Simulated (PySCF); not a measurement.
methoxycyclobutane (C₅H₁₀O), SMILES C1CC(C1)OC.

The structure is a stationary point at B3LYP-D3(BJ)/def2-SVP. Other conformers were not sampled.

Two levels are set side by side: TDA-PBE/def2-SVPD (PySCF) and TDA-M06-2X/def2-SVPD (PySCF). Vertical, same geometry. The lowest singlet is HOMO→LUMO 100 % with PBE and HOMO→LUMO 83 % with the other functional; states are paired by order. Differences are taken from unrounded values.

```json
[
 {"quantity": "lowest singlet excitation (eV)", "TDA-M06-2X": "7.34"},
 {"quantity": "lowest triplet excitation (TDA) (eV)", "TDA-M06-2X": "7.27"}
]
```

Problem. What does TDA-PBE give, and how far is it from TDA-M06-2X? (The exact figures need the calculation; the answer reports its results.)

Solution. 
```
quantity                              TDA-PBE  TDA-PBE minus TDA-M06-2X
------------------------------------  -------  ------------------------
lowest singlet excitation (eV)           5.92                     -1.42
lowest triplet excitation (TDA) (eV)     5.79                     -1.47
```

Functionals without exact exchange tend to place singlet excitations lower, as here. Differences between two approximate levels are no errors against the true value.

Rough cost on one machine, each run with all the roots and properties that it gave: TDA-M06-2X against TDA-PBE about 9 times.
